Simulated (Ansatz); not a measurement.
Ansatz (a quantum-chemistry and plane-wave program) input (CCSD(T,core; 1s of Na to Cl frozen)/cc-pwCVTZ):
A basis named .json is the Basis Set Exchange file of that set.

Ansatz 0.2 input:
```yaml
crystal:
  periodic: [false, false, false]
  atoms:
    - {symbol: Cl, position_ang: [2.11238237, -1.48098073, -0.17882128]}
    - {symbol: Si, position_ang: [1.28504182, 0.52473462, 0.48185736]}
    - {symbol: Si, position_ang: [-0.87509445, -0.23788371, -0.14988175]}
    - {symbol: Cl, position_ang: [-2.38560853, 1.29615223, 0.00395376]}
    - {symbol: H, position_ang: [1.44882146, 1.20214229, -0.88188977]}
    - {symbol: H, position_ang: [-1.11117771, -0.76854928, -1.52850034]}
    - {symbol: H, position_ang: [-1.43206238, -1.30742118, 0.73547914]}
basis:
  gaussian:
    orbitals: cc-pwCVTZ.json
total_charge: -1
magnetization: {spin_polarized: false}
correlation: {method: ccsd_t, frozen_orbitals: {Cl: 1, H: 0, Si: 1}}
```

End of the output:

```
integrals: 2.08 GiB planned
1615 factors; integrals over basis functions are off by at most 1.1e-3 eV
1.67 GiB of device memory are held for the factors and their scratch space
mean field: 1.62 GiB planned
mean field evaluation 1: about -40782.5741 eV, gradient 1.8e1 eV
mean field evaluation 2: about -40782.8633 eV, gradient 1.9e1 eV
mean field evaluation 4: about -40784.3311 eV, gradient 2.5e0 eV
mean field evaluation 8: about -40784.3820 eV, gradient 2.0e-1 eV
mean field evaluation 16: about -40784.3824 eV, gradient 2.4e-6 eV
mean field -40784.38239242 eV, -1498.7984082743 hartree, gradient 2.4e-6 eV, S^2 0.000000; 0 other end points of the search recorded, 0 dependent functions left out
4 core orbitals not correlated
reference -40784.38239242 eV, -1498.7984082743 hartree; 29, 29 occupied and 245, 245 virtual orbitals, 1615 factors
second order -46.21722799 eV of doubles, -0.00000000 eV of singles
coupled cluster: 18.30 GiB planned
cycle   1  -47.08244058 eV  change   -8.7e-1 eV  update   9.9e-2
cycle   2  -47.69408135 eV  change   -6.1e-1 eV  update   2.9e-2
cycle   3  -47.77173468 eV  change   -7.8e-2 eV  update   1.5e-2
cycle   4  -47.74947107 eV  change    2.2e-2 eV  update   4.2e-3
cycle   5  -47.74671707 eV  change    2.8e-3 eV  update   1.9e-3
cycle   6  -47.74810950 eV  change   -1.4e-3 eV  update   6.3e-4
cycle   7  -47.74791453 eV  change    1.9e-4 eV  update   2.4e-4
cycle   8  -47.74776649 eV  change    1.5e-4 eV  update   9.2e-5
cycle   9  -47.74783273 eV  change   -6.6e-5 eV  update   3.9e-5
perturbative correction -1.12325681 eV, -0.0412789265 hartree
Total energy: -40833.25348196 eV, -1500.5943876888 hartree
```

It need not be the lowest isomer of its formula. Whether it binds its extra electron was not tested at this geometry.
